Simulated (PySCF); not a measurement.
Species: C₇H₁₅FP₂.
Geometry (PBE0-D3(BJ)/def2-SVP, Å), atoms numbered from 1 in this order:
```
atom  x, y, z in Å
C1    -3.2187   -0.3904    0.5980
C2    -1.8717   -0.2630   -0.1188
C3    -1.8814   -0.9566   -1.4828
C4    -1.5098    1.1792   -0.2767
F5    -2.4262    1.8300   -1.0133
P6    -0.2265    2.1236    0.2871
C7     0.8000    0.8774    1.2197
P8     1.7081   -0.3258    0.1232
C9     2.9131   -1.0078    1.3496
C10    2.8144    0.8444   -0.7809
H11   -3.1862    0.0753    1.5944
H12   -4.0160    0.0994    0.0197
H13   -3.4860   -1.4509    0.7206
H14   -1.0925   -0.7387    0.4940
H15   -0.8830   -0.9178   -1.9417
H16   -2.6023   -0.4756   -2.1608
H17   -2.1670   -2.0134   -1.3693
H18    0.1836    0.3040    1.9315
H19    1.5180    1.4653    1.8184
H20    3.4679   -0.2181    1.8828
H21    3.6332   -1.6592    0.8306
H22    2.3766   -1.6255    2.0860
H23    2.2141    1.4544   -1.4728
H24    3.3692    1.5150   -0.1042
H25    3.5345    0.2661   -1.3793
```

All values: PBE0/pcSseg-1 (PySCF, non-relativistic), on one gas-phase PBE0-D3(BJ)/def2-SVP geometry that isn't relaxed in the solvent. The solvent is an IEF-PCM continuum (Bondi radii, 1.10 Å for H, scaled by 1.2). Only the electrostatic response of the medium enters.

| run | E − E(gas) (kJ/mol) | HOMO (eV) | HOMO–LUMO gap (eV) | dipole (D) |
| --- | --- | --- | --- | --- |
| gas | 0.00 | -6.61 | 5.32 | 2.72 |
| P | -20.04 | -6.58 | 5.21 | 3.82 |
| Q | -8.26 | -6.57 | 5.27 | 3.15 |

The runs were made in benzene and water. Which run belongs to which solvent?

P = water, Q = benzene. The dielectric constants are 2.271 (benzene), 78.36 (water), and the energy falls further as ε rises. In this model the ground state sees the solvent through ε alone.

How constant is the ratio of the lowering to (ε − 1)/(2ε + 1)?

| solvent | (ε − 1)/(2ε + 1) | E − E(gas) (kJ/mol) | ratio (kJ/mol) | polarisation term (kJ/mol) |
| --- | --- | --- | --- | --- |
| benzene | 0.229 | -8.26 | -36.0 | -8.90 |
| water | 0.490 | -20.04 | -40.8 | -24.36 |

The ratio changes by +13.3 % in size from benzene to water. The polarisation term is half the interaction of the solute with the induced surface charges.

Hardware: one thread, Intel Xeon Platinum 8488C (x86_64), shared host with 192 logical CPUs at a one-minute load of 90. Cost: 77 s, 1.4 GiB resident at most. This is the whole shielding run at PBE0/pcSseg-1 in water, SCF included.
